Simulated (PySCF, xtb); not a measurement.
C2H6FGa, SMILES C[CH2][GaH][F].

GFN2-xTB (xtb) at its own geometry gives an orbital gap of 4.30 eV and a dipole moment of 3.91 D.

Coordinates come from a PBE-D3(BJ)/def2-SVP optimisation. The structure was generated by enumeration; whether it is a known compound was not checked. The values are those of a single conformer.

Problem. What does PySCF with PBE/def2-TZVP give? (Estimate from the structure and the level; the computed values follow.)

Solution. gap 4.75 eV (levels -6.69 and -1.95 eV), dipole 2.70 D.
